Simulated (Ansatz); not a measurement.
`N#[C][InH2]` + dimethylamine → `C[N](C)[InH2]` + `C#N` at 298.15 K and 1 bar (ligand exchange at the In–C bond).

Computed with Ansatz on PBE0-D4/def2-TZVP structures; ΔE is electronic, products minus reactants. CCSD(T)/CBS adds triple-zeta CCSD(T) − MP2 to the extrapolated MP2 energy (def2 sets, frozen cores). This one scheme is used for every species. def2 core potentials past Kr. For In outer-core shells are correlated without core-valence functions, which leaves a few kJ/mol of doubt a bond.

```tsv
species	CCSD(T)/CBS energy (Eh)	H − E (kJ/mol)	S (J/(mol·K))
`N#[C][InH2]`	-283.72690	65.9	293.5
`CNC`	-135.00321	256.9	271.4
`C[N](C)[InH2]`	-325.40049	265.8	338.3
`C#N`	-93.32098	52.4	201.2
```

H − E and S are ideal-gas, rigid-rotor, harmonic terms from PBE0-D4/def2-TZVP. 1 Eh = 2625.50 kJ/mol, R = 8.31446 J/(mol·K).

**Question.** By hand: ΔE, ΔH, ΔS and ΔG.

**Answer.** ΔE = (-325.40049) + (-93.32098) − (-283.72690) − (-135.00321) = 0.00864 Eh = 22.7 kJ/mol. Δ(H − E) = 265.8 + 52.4 − 65.9 − 256.9 = -4.6, so ΔH = 18.1 kJ/mol. ΔS = 338.3 + 201.2 − 293.5 − 271.4 = -25.4 J/(mol·K). ΔG = 18.1 − 298.15 × (-25.4)/1000 = 25.7 kJ/mol.

**Question.** By hand: the equilibrium constant, and the temperature at which ΔG would vanish if ΔH and ΔS stayed fixed.

**Answer.** log₁₀ K = −ΔG/(RT ln 10) = -4.5. ΔH and −TΔS have one sign here, so there is no such temperature.

TΔS isn't small against ΔH here. A doubt of 5 kJ/mol in ΔE shifts log₁₀ K by 0.9 here. These are equilibria of isolated gas molecules and say nothing of rates. Largest T1 diagnostic: 0.017 (customary marks: 0.02 for closed shells, 0.045 for open ones).
